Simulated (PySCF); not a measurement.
# Two-component Hartree-Fock for Os⁺ (osmium, charge +1)

Start: [Xe] 4f14 5d6 6p1; 5d3/2 filled at m_j = +3/2; 5d5/2 filled at m_j = -3/2, -1/2, +1/2, +3/2, +5/2; 6p3/2 filled at m_j = +3/2. Calculated with PySCF 2.14 in x2c-TZVPall-2c with one added diffuse shell each of s, p, d type (12s12p11d2f, 117 functions): generalised Hartree-Fock with the X2C-1e Hamiltonian and a Gaussian nucleus; spin-orbit coupling (SO) screened by Boettger's factors. This is a chosen level, not necessarily the ground level.

| spinor shell | electrons | ε, screened SO (eV) | weight of nominal j (screened SO) | rms radius, screened SO (bohr) |
| --- | --- | --- | --- | --- |
| 1s1/2 | 2 | -74264.2 | 1.000 | 0.0201 |
| 2s1/2 | 2 | -13084.4 | 1.000 | 0.0809 |
| 2p1/2 | 2 | -12505.4 | 1.000 | 0.0687 |
| 2p3/2 | 4 | -10968.4 | 1.000 | 0.0764 |
| 3s1/2 | 2 | -3116.4 | 1.000 | 0.207 |
| 3p1/2 | 2 | -2858.0 | 1.000 | 0.198 |
| 3d3/2 | 4 | -2089.8 | 1.000 | 0.188 |
| 3d5/2 | 6 | -2016.4 | 1.000 | 0.193 |
| 4s1/2 | 2 | -699.15 | 1.000 | 0.459 |
| 4p1/2 | 2 | -589.62 | 1.000 | 0.466 |
| 4p3/2 | 4 | -508.57 | 1.000 | 0.499 |
| 4d3/2 | 4 | -328.49 | 0.999 | 0.519 |
| 4d5/2 | 6 | -312.78 | 1.000 | 0.531 |
| 5s1/2 | 2 | -117.48 | 1.000 | 1.08 |
| 5p1/2 | 2 | -82.614 | 0.684 | 1.06 |
| 4f5/2 | 6 | -82.227 | 0.893 | 0.688 |
| 4f7/2 | 8 | -79.245 | 0.991 | 0.611 |
| 5p3/2 | 4 | -67.511 | 0.978 | 1.28 |
| 5d5/2 | 5 | -22.668 | 0.487 | 1.84 |
| 5d3/2 | 1 | -19.142 | 0.664 | 1.87 |
| 6p3/2 | 1 | -9.867 | 1.000 | 4.18 |

Q: Where does 3p3/2 lie, and what is the 3p spin-orbit splitting (screened SO)?

A: At -2517.4 eV, 340.58 eV above 3p1/2.

```
   quantity   screened SO
E (hartree)  -17263.27250
        M_J          11/2
       ⟨J²⟩        35.821
       ⟨L²⟩        12.830
       ⟨S²⟩         8.508
```

Each row is a mean over spinors that exchange with the open shell spreads, by up to 7.860 eV (5p3/2).

Rows whose weight is well below 1 are mixtures of j = l ± 1/2: exchange outweighs spin-orbit coupling there, and the label is only the starting occupation.

⟨J²⟩ departs a little from M_J(M_J + 1) because the unrestricted spinors polarise the closed shells.

Breit and QED terms are absent; they matter most for the inner s and p1/2 levels.

Densities and radii are taken from the X2C orbitals without a picture-change correction, which distorts them close to the nucleus.
